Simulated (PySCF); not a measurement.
LDA on Fe⁻ (iron, charge -1), [Ar] 3d7 4s2, high-spin 4F determinant. Calculation: PySCF 2.14, in aug-cc-pVTZ-DK (8s7p5d3f2g, 93 functions); scalar relativity by spin-free X2C-1e.

```
cycle= 1 E= -1269.91843483072  delta_E= 0.142  |g|= 0.833  |ddm|= 2.24
cycle= 2 E= -1269.0319737969  delta_E= 0.886  |g|=  2.2  |ddm|= 2.22
cycle= 3 E= -1270.02975973295  delta_E= -0.998  |g|= 0.477  |ddm|= 1.93
cycle= 4 E= -1270.08168680761  delta_E= -0.0519  |g|= 0.267  |ddm|= 0.821
cycle= 5 E= -1270.10649066691  delta_E= -0.0248  |g|= 0.0937  |ddm|= 0.517
cycle= 6 E= -1270.11070495146  delta_E= -0.00421  |g|= 0.00313  |ddm|= 0.165
cycle= 7 E= -1270.11070718052  delta_E= -2.23e-06  |g|= 0.00116  |ddm|= 0.00383
cycle= 8 E= -1270.11070752652  delta_E= -3.46e-07  |g|= 2.51e-05  |ddm|= 0.00109
cycle= 9 E= -1270.11070752714  delta_E= -6.16e-10  |g|= 1.39e-05  |ddm|= 0.000123
converged SCF energy = -1270.11070752714  <S^2> = 3.8129792  2S+1 = 4.0313666
```

Highest occupied orbital energy: 2.725 eV; ⟨L²⟩ = 12.02; populations by l: s 8.00, p 12.00, d 7.00, f 0.00.

(1) Can this result be used?

Results:

(1) With care. The run converged. ⟨S²⟩ = 3.81 against 3.75 shows spin contamination. At LDA the highest occupied level has a positive energy, so only the finite basis holds that electron; in a semilocal or global hybrid functional this comes from self-interaction and does not mean that the real anion is unbound.
